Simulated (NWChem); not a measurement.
Correlation energy of hydrogen telluride (H₂Te)

```xyz
3

Te     0.0000     0.0000     0.0441
H     -1.1845     0.0000    -1.1474
H      1.1845     0.0000    -1.1474
```
Charge 0, spin multiplicity 1.

Program: NWChem. Structure: optimised with PBE/def2-SVP with def2 effective core potentials on Te, a minimum by its harmonic frequencies.

Basis set: def2-TZVP. Each correlation energy counts from its own Hartree-Fock reference.

Effective core potentials replace the inner electrons of Te; spin-orbit coupling is left out. The correlated methods keep 4 core orbitals frozen. No row is a measurement; the coupled-cluster row has its own basis-set and correlation limits.

```tsv
method	correlation energy (mHa)
MP2	-469.1
CCSD+T(CCSD)	-469.5
CR-CCSD[T]	___
CCSD(T)	-469.0
CCSD	___
SCS-MP2	-422.8
CR-CCSD(T)	___
```

Q: What belongs in the gaps?

A: 
- CR-CCSD[T], correlation energy (mHa): -467.5
- CCSD, correlation energy (mHa): -459.5
- CR-CCSD(T), correlation energy (mHa): -467.1
